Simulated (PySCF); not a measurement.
Exercise with solution: oscillator strength and radiative lifetime

H₄O₃SSn, SMILES [OH][Sn]([OH])([OH])[SH].

Geometry optimised at PBE-D3(BJ)/def2-SVP. The structure was generated by enumeration; whether it is a known compound was not checked. The def2 effective core potentials stand for the cores of Sn; spin–orbit coupling is left out. One conformer was computed; it need not be the lowest.

TDA-LC-ωPBE/def2-SVPD in PySCF 2.14.0 puts the first singlet state with f over 0.02 at 6.29 eV (vertical), with the transition dipole (-0.432, 0.097, 0.116) in atomic units.

Task: Find the oscillator strength, the wavelength and the radiative lifetime that this transition would have in vacuum if emission retraced absorption.

Result: 
|μ|² = 0.2095 au, so |μ| = 1.16 D. ΔE = 6.29/27.211 = 0.2312 hartree. f = (2/3) ΔE |μ|² = 0.032 (the program prints 0.032).
λ = 1239.84/6.29 = 197 nm; ν = 50732 cm⁻¹.
Einstein's coefficient A = 0.6670 ν² f s⁻¹ (ν in cm⁻¹) = 5.5e7 s⁻¹, so τ = 1/A = 18 ns. This state is S2; the lower singlet has f = 0.017. The figure is the radiative limit of this one transition; relaxation, internal conversion, crossing to triplets and a medium change what is measured.
